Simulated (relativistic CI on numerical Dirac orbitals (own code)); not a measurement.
**Spin-allowed bands of a d8 ion in a tetrahedral site, by hand**

Problem. Take Δ = 5170 cm⁻¹ and B = 380 cm⁻¹ for a d8 ion in a tetrahedral site. Calculate the three spin-allowed bands.

Working.
1. The terms of highest spin are 3F (energy 0) and 3P (15B = 5700 cm⁻¹). Here the F term splits into A2 at +1.2Δ = 6204, T2 at +0.2Δ = 1034 and T1 at −0.6Δ = -3102 cm⁻¹.
2. The two T1 states mix through the element 0.4Δ: H = [[-3102, 2068], [2068, 5700]], with roots ½(H₁₁ + H₂₂) ∓ ½√[(H₂₂ − H₁₁)² + 4H₁₂²] = ½(2598) ∓ ½(9725) = -3564 and 6162 cm⁻¹.
3. The ground term is 3T1 at -3564 cm⁻¹.
4. Bands: 3T2 4598 cm⁻¹ (2175 nm), 3T1(P) 9725 cm⁻¹ (1028 nm), 3A2 9768 cm⁻¹ (1024 nm).

Check. Exact diagonalisation of the whole d8 shell with these parameters gives 3T2 4598, 3T1 9725, 3A2 9768 cm⁻¹. The match is exact, since without spin-orbit coupling no other term has this spin. The ratio of the second band to the first, 2.115, depends on Δ/B = 13.6 alone, which is how a Tanabe-Sugano diagram is read.
